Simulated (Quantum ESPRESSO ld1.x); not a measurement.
Results of a calculation; reference values are marked as such.
Problem. Species: the promethium ion Pm8+. Configuration: [Kr] 4d10 4f3 5s2 5p2. Code: ld1.x of Quantum ESPRESSO 7.5. Model: scalar-relativistic Kohn-Sham, LDA (Slater exchange, Perdew-Zunger correlation), spin-polarised, spherical densities, point nucleus; open shells are filled with parallel spins first. Some entries of the table are withheld. Estimate them.

orbital  occ.  eigenvalue (eV)  r(max) (bohr)
1s up       1         -45104.5        0.01480
1s down     1         -45104.3        0.01480
2s up       1         -7438.33        0.08387
2s down     1         -7438.17        0.08387
2p up       3         -6658.91        0.06763
2p down     3         -6658.71        0.06763
3s up       1         -1719.59         0.2389
3s down     1         -1718.21         0.2388
3p up       3         -1474.82         0.2340
3p down     3         -1473.45         0.2339
3d up       5         -1138.39         0.1917
3d down     5         -1137.28         0.1917
4s up       1         -439.653         0.5508
4s down     1         -436.537         0.5508
4p up       3         -358.743         0.5743
4p down     3         -355.619         0.5742
4d up       5              (1)         0.5984
4d down     5              (2)         0.5982
5s up       1         -148.152          1.217
5s down     1         -144.405          1.217
5p up       2         -124.125          1.329
5p down     0         -120.549          1.332
4f up       3              (3)         0.6049
4f down     0              (4)         0.6043

Solution. 
(1) 4d up eigenvalue (eV): -244.204
(2) 4d down eigenvalue (eV): -241.025
(3) 4f up eigenvalue (eV): -119.611
(4) 4f down eigenvalue (eV): -116.214
